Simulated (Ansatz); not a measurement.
Consider the redistribution: `CC(C)[Si](F)(F)C(C)C` + `[Cl][GeH]` → `CC(C)[SiH](F)F` + `C[CH](C)[Ge][Cl]`.

Computed with Ansatz on PBE0-D4/def2-TZVP structures; ΔE is electronic, products minus reactants. CCSD(T)/CBS adds triple-zeta CCSD(T) − MP2 to the extrapolated MP2 energy (def2 sets, frozen cores). Functionals use def2-TZVPP. For Ge outer-core shells are correlated without core-valence functions, which leaves a few kJ/mol of doubt a bond. Scalar relativity is left out up to krypton. Each species was taken in one conformer, which may not be the lowest.

`CC(C)[Si](F)(F)C(C)C`:

Cartesian coordinates in Å:
```
C 0.828 -2.130 -0.190
C -0.317 -1.451 0.562
C -0.576 -2.122 1.911
Si -0.011 0.375 0.763
F 1.226 0.579 1.757
F -1.272 1.024 1.504
C 0.320 1.335 -0.798
C -0.799 1.140 -1.822
C 0.555 2.816 -0.500
H 1.769 -2.043 0.362
H 0.624 -3.197 -0.321
H 0.985 -1.701 -1.183
H -1.228 -1.536 -0.045
H 0.300 -2.052 2.561
H -1.418 -1.668 2.439
H -0.800 -3.185 1.775
H 1.247 0.917 -1.215
H -0.580 1.690 -2.742
H -0.937 0.090 -2.092
H -1.753 1.513 -1.439
H 1.379 2.966 0.201
H -0.338 3.277 -0.069
H 0.794 3.360 -1.420
```

`[Cl][GeH]`:

```xyz
3

Cl    0.712   -1.209   -0.731
Ge   -0.192   -0.009    0.853
H    -0.520    1.218   -0.121
```

`CC(C)[SiH](F)F`:

```xyz
14

C     0.424    1.362   -0.529
C     0.058    0.206    0.402
C    -1.455   -0.012    0.469
Si    0.923   -1.364   -0.072
F     0.491   -1.797   -1.542
F     2.498   -1.135   -0.110
H     0.098    1.161   -1.553
H     1.501    1.544   -0.551
H    -0.065    2.285   -0.204
H     0.419    0.443    1.413
H    -1.861   -0.255   -0.517
H    -1.959    0.894    0.817
H    -1.727   -0.823    1.150
H     0.655   -2.508    0.827
```

`C[CH](C)[Ge][Cl]`:

Cartesian coordinates in Å:
```
C -1.285 0.185 -0.332
C 0.190 0.545 -0.219
C 1.092 -0.672 -0.394
Ge 0.619 1.491 1.498
Cl -0.015 -0.108 2.870
H -1.569 -0.538 0.436
H -1.500 -0.264 -1.308
H -1.938 1.057 -0.227
H 0.439 1.286 -0.991
H 0.936 -1.131 -1.376
H 2.156 -0.423 -0.322
H 0.876 -1.428 0.365
```

CCSD(T)/CBS gives 0.0 kcal/mol.

Q: Another level gave +3.8 kcal/mol. Which?
A. MP2/def2-TZVPP
B. r2SCANh/def2-TZVPP
C. B2PLYP/def2-TZVPP
D. B97M-V/def2-TZVPP

A: D. B97M-V 3.8, r2SCANh 1.6, B2PLYP 0.5, MP2/def2-TZVPP -0.9 kcal/mol.

Largest T1 diagnostic among the species: 0.013.

The D4 term adds +0.8 kcal/mol with B3LYP and +0.7 kcal/mol with PBE0; it sums over pairs of atoms, weighted by their polarisabilities, and B3LYP, whose exchange is more repulsive, gets the larger term. In def2-TZVPP, CCSD(T) changes the Hartree–Fock value by −1.3 kcal/mol (the triples alone add −0.3 kcal/mol) and MP2 by −3.0 kcal/mol.

CCSD(T)/CBS has its own doubt, a few kJ/mol and more with outer-core shells, so smaller differences from it don't rank the levels.

B3LYP here is the variant with VWN-RPA as its local correlation; programs differ in this.
